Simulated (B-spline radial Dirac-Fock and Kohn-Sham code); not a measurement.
**Internal conversion coefficients of Sc at 72 keV**

Z = 21 (scandium), transition energy 72 keV. Level of theory: a Dirac-Hartree-Slater potential of the neutral atom with a Latter tail (no hole, which puts coefficients of high multipoles low close above an edge), finite nucleus with surface currents; a B-spline atomic structure program. Subshells that would emit electrons below 1 keV are left out.

| subshell | electron energy (keV) | E1 | E4 | M2 | M3 | M4 |
| --- | --- | --- | --- | --- | --- | --- |
| K | 67.51 | 0.0645 | 167 | 0.482 | 6.50 | 88.0 |
| L1 | 71.50 | 0.00540 | 13.3 | 0.0448 | 0.640 | 9.18 |
| L2 | 71.60 | 0.000108 | 6.74 | 0.00250 | 0.0592 | 1.25 |
| L3 | 71.60 | 0.000197 | 10.0 | 0.00204 | 0.0907 | 2.76 |
| M1 | 71.94 | 0.000732 | 1.79 | 0.00614 | 0.0883 | 1.28 |
| M2 | 71.96 | 1.36e-05 | 0.854 | 0.000316 | 0.00751 | 0.159 |
| M3 | 71.96 | 2.48e-05 | 1.27 | 0.000259 | 0.0116 | 0.354 |
| M4 | 71.99 | 1.82e-09 | 0.000168 | 2.40e-08 | 1.48e-06 | 6.57e-05 |
| M5 | 71.99 | 2.69e-09 | 0.000209 | 7.64e-09 | 4.83e-07 | 4.05e-05 |
| N1 | 71.99 | 5.17e-05 | 0.126 | 0.000434 | 0.00624 | 0.0902 |
| total |  | 0.0710 | 201 | 0.539 | 7.40 | 103 |

Q: For a pure M4 transition, what fraction of decays emits a photon?

A: 1/(1 + α) = 0.00961 with the total α = 103.

Values without a named source are computed, but for edge energies of neutral atoms, which are taken from tables.
